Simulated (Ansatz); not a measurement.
Born–Oppenheimer molecular dynamics of BCl₂H₃O (7 atoms, charge 0, multiplicity 1). It starts at the highest image of a converged band. Of that band: Neighbouring images differ by up to 1.7 eV, so the band resolves the path poorly. A vibrational analysis at the climbing image gives one clearly imaginary mode, 1442i cm⁻¹: a first-order saddle point.

Computed with RKS B3LYP-D4/def2-SVP (Ansatz 0.2.0).

| Property | Result |
| --- | --- |
| ensemble | NVE (velocity Verlet) |
| time step | 0.5 fs |
| steps asked | 200 |
| starting velocities drawn for | 300 K |
| seed | 8218 |

First frame:

```xyz
7
Properties=species:S:1:pos:R:3
B 0.020 -0.321 -0.040
H 0.043 0.202 1.228
Cl 1.416 0.350 -0.934
Cl -1.641 -0.073 -0.705
O 0.247 -1.760 0.452
H -0.584 -2.256 0.367
H 0.133 -0.829 1.311
```

(1) How far do the bonds stretch over the last three quarters of this one trajectory? (Pairs bonded in most of those frames.)

Results:

(1) 
```tsv
bond	mean (Å)	spread (Å)	shortest	longest
B1–H2	1.201	0.029	1.15	1.25
B1–Cl3	1.787	0.049	1.71	1.85
B1–Cl4	1.810	0.087	1.63	1.92
O5–H6	0.976	0.032	0.91	1.03
O5–H7	0.982	0.039	0.91	1.07
```

Mean temperature of the second half: 948 K. The conserved energy stayed within 0.32 meV per atom of its start (net change 0.0079 meV per atom), so the integration is sound. The kinetic energy rose, since the run started high on the potential surface and went downhill. It ends in pieces (BCl2H + H2O), so much of that is their flight and rotation, not heat. A run of 0.1 ps of so small a system gives no equilibrium averages. The orbitals stay closed-shell, which can raise the energy where a bond breaks towards radicals; this wasn't checked here.

Time of the run: 6.5 min on 1 thread of AMD EPYC 9B14 (Zen 4), on a shared host, peak memory 0.17 GiB.
